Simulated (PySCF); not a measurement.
**Frontier orbitals and the lowest excitations**

C5H5F3Si.
Numbering: `[F:1][C:2]1=[CH:3][Si:4]([F:5])([F:6])[CH:7]=[CH:8][CH2:9]1` (hydrogens: H10 on C3; H11 on C7; H12 on C8; H13, H14 on C9)

Structure used (GFN2-xTB), in Å, numbered top down from 1:
```xyz
14
C5H5F3Si angstrom
F     -1.7044    2.1800   -0.4232
C     -0.8039    1.1845   -0.2197
C      0.4847    1.4826   -0.1398
Si     1.7110    0.1182    0.1379
F      2.8469    0.0555   -0.9942
F      2.6260    0.3526    1.4355
C      0.6607   -1.4161    0.2308
C     -0.6616   -1.3565    0.1055
C     -1.4912   -0.1349   -0.1192
H      0.7770    2.5172   -0.2403
H      1.1177   -2.3828    0.3902
H     -1.2541   -2.2626    0.1638
H     -2.2324   -0.0631    0.6875
H     -2.0772   -0.2752   -1.0370
```

Level of theory: PySCF, TDDFT CAM-B3LYP/def2-SVPD, vertical, gas phase, core orbitals frozen in the response.

Kohn–Sham orbitals with the atoms that hold most of them (Löwdin shares over 4%, at most four atoms; ? is withheld):

```
orbital  ε (eV)                           atoms
 LUMO+2    1.03  C8 17%, C9 14%, Si4 12%, C2 9%
 LUMO+1    0.60    C2 26%, C3 23%, C8 9%, C7 9%
   LUMO    0.13                               ?
   HOMO   -9.59                               ?
 HOMO-1   -9.85           C7 39%, C8 33%, C9 8%
 HOMO-2  -10.60  C7 26%, Si4 17%, C3 16%, C8 9%
 HOMO-3  -12.29   F1 32%, C3 17%, C2 10%, C8 8%
```

**Question.** Which atoms hold the LUMO, and with what shares?

**Answer.** C8 (bonded to 2 C and H) 26%; C7 (bonded to C, Si and H) 22%; Si4 (bonded to 2 C and 2 F) 12%; C2 (bonded to 2 C and F) 7%. By element: carbon 55% or more, silicon 12%.

**Question.** Give the leading atoms of the HOMO.

**Answer.** C3 (bonded to C, Si and H) 39%; C2 (bonded to 2 C and F) 30%; F1 (bonded to C) 12%; C9 (bonded to 2 C and 2 H) 4%. By element: carbon 73% or more, fluorine 12% or more.

**Question.** How does S1 compare with the orbital gap of 9.72 eV?

**Answer.** S1 is at 6.66 eV (f = 0.018), 3.05 eV below the gap, made of HOMO→LUMO (78%), HOMO-1→LUMO (13%). Without the coupling terms of the response equations the lowest excitation would equal the gap.

**Question.** One configuration dominates each of S1, S2, S4 and S5. Which, and how do the shares of the two leading atoms of either orbital change from the occupied to the empty one?

**Answer.** 
- S1 (6.66 eV, f 0.018), HOMO→LUMO (78%): C3 39% → at most 8%, C2 30% → 7%, C8 at most 5% → 26%, C7 at most 5% → 22%
- S2 (6.79 eV, f 0.0001), HOMO-2→LUMO (90%): C7 26% → 22%, Si4 17% → 12%, C8 9% → 26%
- S4 (7.33 eV, f 0.102), HOMO-1→LUMO+1 (70%): C7 39% → 9%, C8 33% → 9%, C2 at most 4% → 26%, C3 at most 4% → 23%
- S5 (7.50 eV, f 0.0001), HOMO-2→LUMO+1 (85%): C7 26% → 9%, Si4 17% → at most 10%, C2 at most 9% → 26%, C3 16% → 23%

Löwdin shares depend on the basis, the more so with diffuse functions.
